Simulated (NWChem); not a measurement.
System: InH$_{2}$I; SMILES [InH2][I]

Computed with NWChem. Geometry: optimised at PBE-D3(BJ)/def2-SVP. def2 effective core potentials on In, I; no spin-orbit coupling. Level: PBE0/def2-SVPD; rows give the wavelength of the field.

For field 1065 nm:

| Quantity | Value |
|---|---|
| anisotropy (bohr³) | 39.1 |

What are these values for field static?


- anisotropy (bohr³) = 37.8
